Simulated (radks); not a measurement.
The numbers below are computed, except where a source is named.
Task: These are the eigenvalues of the occupied orbitals of an atom or ion with whole-number occupations (hartree). Code: a radial shooting solver on a logarithmic mesh with Libxc functionals. Model: Dirac Kohn-Sham, PBE, spin-unpolarised, spherical densities, finite nucleus; Fermi nuclear charge, rms radius of each element as measured or else 0.836 A^(1/3) + 0.57 fm.

1s1/2: -2877.216
2s1/2: -505.7188
2p1/2: -484.8712
2p3/2: -421.3371
3s1/2: -119.3635
3p1/2: -109.9731
3p3/2: -96.00702
3d3/2: -80.31977
3d5/2: -77.30935
4s1/2: -26.24606
4p1/2: -22.25581
4p3/2: -18.92991
4d3/2: -12.38267
4d5/2: -11.76410
5s1/2: -4.49213
4f5/2: -3.40240
4f7/2: -3.27546
5p1/2: -3.21817
5p3/2: -2.66708
5d3/2: -0.98012
5d5/2: -0.92503

Which element is it, and in what charge state? The configuration may be excited. Open shells, if any, fill j = l - 1/2 first.

Result: Z = 78, platinum, charge +2: Pt2+ in [Xe] 4f14 5d8. The list shows which subshells hold electrons but not how many an open one holds; the 1s level, -2877.2 hartree, gives Z - s = 75.9 by -(Z - s)^2/2, which with screening and relativity narrows Z to a few neighbours, and the depths of the outer levels then fix element, charge and occupations together.
